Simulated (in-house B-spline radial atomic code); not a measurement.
Values are calculated unless marked as measured or tabulated.
# Ghost states of the separable form: K

K, [Ar] 4s1, non-relativistic LDA (VWN5), spherical and spin-unpolarised, from a B-spline radial code for spherical atoms (atomic units; all potentials screened as in the neutral atom).

Troullier-Martins channels: 4s (ε = -0.0888, r_c = 3.215 bohr), 3p (ε = -0.6938, r_c = 1.283 bohr). In the Kleinman-Bylander form one channel serves as the local potential, and each other channel l becomes |δV u><u δV|/<u|δV|u>, with δV = V_l − V_local and u the pseudo-orbital. Its strength is E_KB = <u|δV²|u>/<u|δV|u>. By the analysis of Gonze, Stumpf and Scheffler a spurious state lies below the reference level ε if E_KB > 0 and ε is above the second level of the local potential alone, or if E_KB < 0 and ε is above its first. The table's levels are those of angular momentum l in a sphere of 9 bohr, whose wall can lift a shallow ε a little above its free-atom value.

```
local  channel  <u δV u>  <u δV² u>        ε  first local level  second local level
    s        p   -2.3956     7.6495  -0.6938            -0.0125              0.2432
    p        s  0.066365    0.10035  -0.0792            -2.0228             -0.1553
```

**Question.** Apply the rule to each row.

**Answer.** Local s, channel p: E_KB = -3.19, so ε = -0.6938 is set against -0.0125: no ghost. Local p, channel s: E_KB = +1.51, so ε = -0.0792 is set against -0.1553: a ghost.

Diagonalising the separable Hamiltonian gives:

```tsv
local	channel	three lowest levels	all-electron, two lowest valence levels
s	p	-0.6938, 0.0138, 0.3070	-0.6938, -0.0005
p	s	-0.9610, -0.0792, 0.1696	-0.0792, 0.1709
```

**Question.** Which choices of local channel are safe?

**Answer.** Free of ghosts: s. With p local the s channel has a ghost 0.88 hartree below ε, since the local potential binds more than one state below ε, and a repulsive term of rank one raises each level at most to the next, so it clears only one of them. Among the safe choices the second level, which tests transfer, is off by at most 14.3 millihartree (s local).
